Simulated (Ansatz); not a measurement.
Consider the ligand exchange at a B–Br bond: `NB(Br)O[SiH3]` + CH₃OH → `COB(N)O[SiH3]` + HBr.

Isolated molecules relaxed with PBE0-D4/def2-TZVP in Ansatz; ΔE leaves out vibrations. CCSD(T)/CBS adds triple-zeta CCSD(T) − MP2 to the extrapolated MP2 energy (def2 sets, frozen cores). This one scheme is used for every species. DFT in def2-TZVPP. B3LYP here is the variant with VWN-RPA as its local correlation; programs differ in this. For Br outer-core shells are correlated without core-valence functions, which leaves a few kJ/mol of doubt a bond. Scalar relativity is left out up to krypton. One conformer a species, not always the lowest.

```tsv
level	ΔE (kcal/mol)	difference from CCSD(T)/CBS
PBE-D4	-6.3	0.9
r2SCAN-D4	-7.8	-0.6
PBE0-D4	-6.9	0.3
B3LYP-D4	-8.7	-1.5
ωB97X-V	-8.1	-0.9
ωB97M-V	-8.1	-0.9
B2PLYP	-8.3	-1.1
PBE	-6.2	1.0
r2SCAN	-7.7	-0.5
PBE0	-6.8	0.4
B3LYP	-8.8	-1.6
HF/def2-TZVPP	-10.4	-3.2
MP2/def2-TZVPP	-6.6	0.6
SCS-MP2/def2-TZVPP	-7.5	-0.3
CCSD/def2-TZVPP	-8.7	-1.5
CCSD(T)/def2-TZVPP	-8.2	-1.0
HF/def2-QZVPP	-10.7	-3.5
MP2/def2-QZVPP	-6.1	1.1
SCS-MP2/def2-QZVPP	-7.1	0.1
HF/CBS(def2)	-10.7	-3.5
MP2/CBS(def2)	-5.6	1.6
CCSD/CBS(def2)	-7.7	-0.5
CCSD(T)/CBS	-7.2	0
```

Largest T1 diagnostic among the species: 0.011.

In def2-TZVPP, CCSD(T) changes the Hartree–Fock value by +2.2 kcal/mol (the triples alone add +0.5 kcal/mol) and MP2 by +3.9 kcal/mol.
